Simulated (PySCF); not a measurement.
## Spinor energies of Re⁵⁸⁺ (rhenium, charge +58)

Start: [Ne] 3s2 3p5; 3p1/2 filled at m_j = -1/2, +1/2; 3p3/2 filled at m_j = -1/2, +1/2, +3/2. Calculated with PySCF 2.14 in an uncontracted even-tempered set (18 s from 18 bohr⁻², ratio 2.4; 14 p from 23 bohr⁻², ratio 2.4; 4 d from 82 bohr⁻², ratio 2.6; 4 f from 120 bohr⁻², ratio 2.6): generalised Hartree-Fock with the X2C-1e Hamiltonian and a Gaussian nucleus; one run each with spin-orbit coupling (SO) switched off, then screened by Boettger's factors.

```
spinor shell  electrons  ε, spin-free (eV)  ε, screened SO (eV)  weight of nominal j (screened SO)  rms radius, screened SO (bohr)
       1s1/2          2           -76483.6             -76458.1                              1.000                          0.0204
       2s1/2          2           -16896.2             -16887.3                              1.000                          0.0814
       2p1/2          2           -15311.1             -16361.4                              1.000                          0.0690
       3s1/2          2            -6638.6              -6635.5                              1.000                           0.197
       3p1/2          2            -6161.2              -6428.9                              1.000                           0.187
       3p3/2          3            -6161.2              -6050.2                              1.000                           0.199
```

(1) Where does 2p3/2 lie, and what is the 2p spin-orbit splitting (screened SO)?

```csv
quantity,spin-free,screened SO
E (hartree),-13103.31724,-13127.51283
M_J,3/2,3/2
⟨J²⟩,3.750,3.750
⟨L²⟩,2.000,2.049
⟨S²⟩,0.750,0.799
```

Each row is a mean over spinors that exchange with the open shell spreads, by up to 28.674 eV (3s1/2).

Breit and QED terms are absent; they matter most for the inner s and p1/2 levels.

Densities and radii are taken from the X2C orbitals without a picture-change correction, which distorts them close to the nucleus.

Without spin-orbit coupling the j labels of p, d and f shells carry no meaning; the spin-free column gives the mean over the occupied spinors of each nl shell.

Results:

(1) At -14884.9 eV, 1476.6 eV above 2p1/2.
